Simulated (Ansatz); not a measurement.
`C[O][GeH2][CH3]` + HCl → `[CH3][GeH2][Cl]` + CH₃OH at 500 K and 1 bar (ligand exchange at a Ge–O bond).

Computed with Ansatz on PBE0-D4/def2-TZVP structures; ΔE is electronic, products minus reactants. CBS: MP2 limit from def2 TZ/QZ plus the TZ coupled-cluster correction, frozen cores. This one scheme is used for every species. For Ge outer-core shells are correlated without core-valence functions, which leaves a few kJ/mol of doubt a bond. Scalar relativity is left out up to krypton. Each species was taken in one conformer, which may not be the lowest.

```
          species  CCSD(T)/CBS energy (Eh)  H − E (kJ/mol)  S (J/(mol·K))
`C[O][GeH2][CH3]`              -2232.21365           294.2          415.7
              HCl               -460.38127            32.5          201.9
`[CH3][GeH2][Cl]`              -2576.99593           176.8          361.6
            CH₃OH               -115.61712           157.0          265.4
```

H − E and S are ideal-gas, rigid-rotor, harmonic terms from PBE0-D4/def2-TZVP, for one conformer and one mirror image of each species. 1 Eh = 2625.50 kJ/mol, R = 8.31446 J/(mol·K).

Question: By hand: ΔE, ΔH, ΔS and ΔG.

Answer: ΔE = (-2576.99593) + (-115.61712) − (-2232.21365) − (-460.38127) = -0.01813 Eh = -47.6 kJ/mol. Δ(H − E) = 176.8 + 157.0 − 294.2 − 32.5 = 7.1, so ΔH = -40.5 kJ/mol. ΔS = 361.6 + 265.4 − 415.7 − 201.9 = 9.4 J/(mol·K). ΔG = -40.5 − 500 × (9.4)/1000 = -45.2 kJ/mol.

Question: By hand: the equilibrium constant, and the temperature at which ΔG would vanish if ΔH and ΔS stayed fixed.

Answer: log₁₀ K = −ΔG/(RT ln 10) = 4.7. ΔH and −TΔS have one sign here, so there is no such temperature.

The number of gas molecules stays the same, so ΔS is small and ΔH decides. A doubt of 5 kJ/mol in ΔE shifts log₁₀ K by 0.5 here. Other conformers and mirror images would add mixing entropy, several J/(mol·K) or more a flexible species. These are equilibria of isolated gas molecules and say nothing of rates. Largest T1 diagnostic: 0.011 (customary marks: 0.02 for closed shells, 0.045 for open ones).

ΔS is within the doubt of such terms, so its sign, and with it that verdict, could turn.
